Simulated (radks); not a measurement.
Cs V, 51 electrons, occupied as [Kr] 4d10 5s2 5p3.

All-electron calculation, scalar-relativistic Kohn-Sham, PBE, spin-polarised, spherical densities, point nucleus; open shells are filled with parallel spins first (spin-orbit coupling, left out, can overturn this in heavy ions). Program: a radial shooting solver on a logarithmic mesh with Libxc functionals.

Energy parts (eV):
total: -211788.72
kinetic: 223158.52
electron-nucleus: -510329.80
Hartree: 80572.21
exchange-correlation: -5189.65

Orbitals (lengths in bohr, moments of r in powers of bohr):
orbital,occ.,eigenvalue (eV),<1/r>,<r^4>
1s up,1,-35844.70,59.40,2.245e-06
1s down,1,-35844.53,59.40,2.245e-06
2s up,1,-5659.694,13.64,0.0003777
2s down,1,-5659.612,13.64,0.0003777
2p up,3,-5081.455,13.00,0.0002743
2p down,3,-5081.310,13.00,0.0002743
3s up,1,-1211.320,4.918,0.01583
3s down,1,-1211.172,4.918,0.01583
3p up,3,-1025.254,4.668,0.01658
3p down,3,-1025.085,4.668,0.01658
3d up,5,-752.2219,4.423,0.01416
3d down,5,-752.0599,4.423,0.01416
4s up,1,-263.7263,2.019,0.4323
4s down,1,-263.3745,2.019,0.4308
4p up,3,-204.1847,1.857,0.5803
4p down,3,-203.8138,1.858,0.5752
4d up,5,-117.4896,1.588,1.079
4d down,5,-116.9498,1.594,1.044
5s up,1,-67.2186,0.8005,12.84
5s down,1,-64.2202,0.8080,12.86
5p up,3,-52.1637,0.7025,21.11
5p down,0,-49.0488,0.7018,21.96

The highest occupied level is 5p up at -52.164 eV. The density falls to 0.001 e/bohr^3 at r = 3.41 bohr.
